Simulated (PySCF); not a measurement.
Species: `CB(C)CB(F)F`. The columns A, B, C and D hold Mulliken, IAO, Hirshfeld and ESP-fitted charges (e) of one PBE0/pcSseg-1 density (PySCF), in a shuffled order. Coordinates in Å (PBE0-D3(BJ)/def2-SVP); the density's dipole moment is (-1.75, 0.22, -0.55) D.

```json
{"atom": "C1", "x": "-0.825", "y": "1.454", "z": "0.631", "A": "-0.567", "B": "-0.769", "C": "-0.503", "D": "-0.192"}
{"atom": "B2", "x": "-0.438", "y": "0.043", "z": "0.059", "A": "+0.351", "B": "+0.828", "C": "+0.338", "D": "+0.209"}
{"atom": "C3", "x": "-0.959", "y": "-1.285", "z": "0.714", "A": "-0.567", "B": "-0.759", "C": "-0.501", "D": "-0.192"}
{"atom": "C4", "x": "0.508", "y": "-0.034", "z": "-1.209", "A": "-0.594", "B": "-0.835", "C": "-0.633", "D": "-0.220"}
{"atom": "B5", "x": "1.944", "y": "-0.227", "z": "-0.650", "A": "+0.743", "B": "+0.837", "C": "+0.761", "D": "+0.314"}
{"atom": "F6", "x": "2.761", "y": "0.794", "z": "-0.434", "A": "-0.318", "B": "-0.326", "C": "-0.295", "D": "-0.143"}
{"atom": "F7", "x": "2.406", "y": "-1.419", "z": "-0.304", "A": "-0.318", "B": "-0.327", "C": "-0.296", "D": "-0.140"}
{"atom": "H8", "x": "-1.266", "y": "2.088", "z": "-0.158", "A": "+0.157", "B": "+0.168", "C": "+0.136", "D": "+0.046"}
{"atom": "H9", "x": "0.100", "y": "1.979", "z": "0.932", "A": "+0.163", "B": "+0.171", "C": "+0.143", "D": "+0.049"}
{"atom": "H10", "x": "-1.505", "y": "1.436", "z": "1.495", "A": "+0.142", "B": "+0.162", "C": "+0.128", "D": "+0.038"}
{"atom": "H11", "x": "-0.369", "y": "-2.182", "z": "0.477", "A": "+0.146", "B": "+0.164", "C": "+0.134", "D": "+0.038"}
{"atom": "H12", "x": "-1.105", "y": "-1.211", "z": "1.803", "A": "+0.151", "B": "+0.165", "C": "+0.135", "D": "+0.043"}
{"atom": "H13", "x": "-1.969", "y": "-1.445", "z": "0.287", "A": "+0.169", "B": "+0.169", "C": "+0.142", "D": "+0.053"}
{"atom": "H14", "x": "0.258", "y": "-0.925", "z": "-1.807", "A": "+0.175", "B": "+0.178", "C": "+0.158", "D": "+0.051"}
{"atom": "H15", "x": "0.468", "y": "0.883", "z": "-1.814", "A": "+0.166", "B": "+0.174", "C": "+0.152", "D": "+0.047"}
```

Q: Which column most likely holds the ESP-fitted charges?

A: B. Σ q r misses the density's dipole by 0.04 D (B), 0.22 D (C), 0.56 D (A), 0.74 D (D). Charges fitted to the outside potential are the only set here that is tied to the molecule's multipoles.

Q: And the Hirshfeld charges?

A: D. The mean sizes are 0.118 e (D), 0.297 e (C), 0.315 e (A), 0.402 e (B), and Hirshfeld charges are commonly the smallest of these schemes.

As computed, A = IAO, B = ESP-fitted, C = Mulliken, D = Hirshfeld. Hydrogens on carbon: IAO +0.14 to +0.17, ESP-fitted +0.16 to +0.18, Mulliken +0.13 to +0.16, Hirshfeld +0.04 to +0.05 e.

The Mulliken scheme gives each basis function's population to the atom it is centred on and halves the overlap population of two atoms between them. The IAO scheme projects the occupied orbitals on a minimal set of polarised atomic orbitals and counts the electrons in each atom's part of it.

One conformer (not necessarily the lowest) at the PBE0-D3(BJ)/def2-SVP geometry, without solvent, vibrations or thermal averaging.

Conformer computed: `[CH3:1][B:2]([CH3:3])[CH2:4][B:5]([F:6])[F:7]`: C1–B2–C4–B5 95°, B2–C4–B5–F6 -94°.
